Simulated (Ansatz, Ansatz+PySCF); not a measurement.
```xyz
2

Mn    0.0000    0.0000    0.0000
H     0.0000    0.0000    2.7680
```

Basis set: def2-SVP (spherical functions). Charge 0, multiplicity 7.

Computed with Ansatz (development build ahead of 0.2.0); each method stands on the lowest determinant of its kind that the runs found.

(1) Give the atomization energy at this shape (free ground-state atoms in the same class of orbitals less the molecule, no zero-point energy) of septet MnH by PBE0 (unrestricted), UHF.

Answers

(1)

```csv
method,atomization energy
PBE0 (unrestricted),38.2 kJ/mol
UHF,13.5 kJ/mol
```

Caution: the shape is not the minimum.
